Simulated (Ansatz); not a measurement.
Input file for `[OH][Ta]([F])([F])([F])[Cl]`:

```yaml
crystal:
  periodic: [false, false, false]
  atoms:
    - {symbol: O, position_ang: [0.071986, -1.321343, 0.711965]}
    - {symbol: Ta, position_ang: [0.002625, 0.288154, -0.230807]}
    - {symbol: F, position_ang: [1.766149, 0.076908, -0.774493]}
    - {symbol: F, position_ang: [-1.454207, -0.317451, -1.211155]}
    - {symbol: F, position_ang: [-0.039531, 1.829462, -1.311827]}
    - {symbol: Cl, position_ang: [-0.405042, 1.550384, 1.635213]}
    - {symbol: H, position_ang: [0.119421, -2.174215, 1.135303]}
basis:
  gaussian: {orbitals: def2-TZVPP}
correlation: {method: ccsd_t}
output: {orbitals: {seedname: orbitals}}
```

```sh
$ ansatz run in.yaml --threads 4 --pin off --events-out ev --progress --plain --max-ram 10444MiB
```

The program prints (abridged):

```
Functional definition: HF
1516 factors; integrals over basis functions are off by at most 8.7e-4 eV
mean field evaluation 1: about -24214.7188 eV, gradient 6.9e1 eV
mean field evaluation 2: about -24214.9201 eV, gradient 6.9e1 eV
mean field evaluation 4: about -24222.7387 eV, gradient 3.1e0 eV
mean field evaluation 8: about -24222.8056 eV, gradient 3.4e-1 eV
mean field -24222.80609610 eV, -890.1717052239 hartree, gradient 7.3e-6 eV, S^2 0.000000; 0 other end points of the search recorded, 0 dependent functions left out
9 core orbitals not correlated: weight in the atoms' cores, before any rotation towards them, 1.000 or more for the frozen orbitals, at most 0.000 for the correlated occupied ones
reference -24222.80609610 eV, -890.1717052239 hartree; 24, 24 occupied and 203, 203 virtual orbitals, 1516 factors
second order -43.13895149 eV of doubles, -0.00000000 eV of singles
cycle   1  -41.56472568 eV  change     1.6e0 eV  update   2.1e-1
cycle   2  -42.67570125 eV  change    -1.1e0 eV  update   9.6e-2
cycle   3  -42.96059191 eV  change   -2.8e-1 eV  update   3.4e-2
cycle   4  -42.93785917 eV  change    2.3e-2 eV  update   1.1e-2
cycle   5  -42.92008259 eV  change    1.8e-2 eV  update   3.4e-3
cycle   6  -42.92145489 eV  change   -1.4e-3 eV  update   1.2e-3
cycle   7  -42.92207409 eV  change   -6.2e-4 eV  update   4.9e-4
cycle   8  -42.92166700 eV  change    4.1e-4 eV  update   1.9e-4
cycle   9  -42.92168354 eV  change   -1.7e-5 eV  update   7.5e-5
cycle  10  -42.92182879 eV  change   -1.5e-4 eV  update   3.1e-5
cycle  11  -42.92174793 eV  change    8.1e-5 eV  update   1.5e-5
cycle  12  -42.92173670 eV  change    1.1e-5 eV  update   6.4e-6
perturbative correction -1.72469109 eV, -0.0633812284 hartree
Total energy: -24267.45252389 eV, -891.8124311827 hartree
```

Hardware: 4 threads of an AMD EPYC 7B13 on a shared host. Wall time 4.1 min, peak host memory 5.5 GiB.

Correlation energy per correlated electron: -0.930 eV. T1 diagnostic: 0.0180.
